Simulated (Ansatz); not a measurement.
Reaction (isomerisation): `C[Si](F)([SiH3])[SiH3]` → `FC[SiH]([SiH3])[SiH3]`

Computed with Ansatz on PBE0-D4/def2-TZVP structures; ΔE is electronic, products minus reactants. CCSD(T)/CBS is the MP2 limit (def2-TZVPP, def2-QZVPP) plus CCSD(T) − MP2 in def2-TZVPP, frozen cores. Functionals use def2-TZVPP. B3LYP here is the variant with VWN-RPA as its local correlation; programs differ in this. One conformer a species, not always the lowest.

Question: Is it downhill or uphill in electronic energy at CCSD(T)/CBS, and by how much? (Estimate.)

Answer: Ansatz gave: Uphill: ΔE = +2.46 eV.

Question: What do these levels give: B2PLYP, PBE, PBE0, B3LYP, HF/def2-TZVPP, MP2/def2-TZVPP, SCS-MP2/def2-TZVPP, CCSD(T)/def2-TZVPP, HF/def2-QZVPP, SCS-MP2/def2-QZVPP, MP2/CBS(def2), CCSD/CBS(def2)? (An estimate is asked.)

Answer: The calculation gave: B2PLYP 2.43, PBE 2.28, PBE0 2.34, B3LYP 2.37, HF/def2-TZVPP 2.43, MP2/def2-TZVPP 2.52, SCS-MP2/def2-TZVPP 2.46, CCSD(T)/def2-TZVPP 2.41, HF/def2-QZVPP 2.45, SCS-MP2/def2-QZVPP 2.50, MP2/CBS(def2) 2.57, CCSD/CBS(def2) 2.47 eV.

Largest T1 diagnostic among the species: 0.013.

From PBE to PBE0 (25 % exact exchange), in def2-TZVPP and without D4, ΔE moves by +0.06 eV.
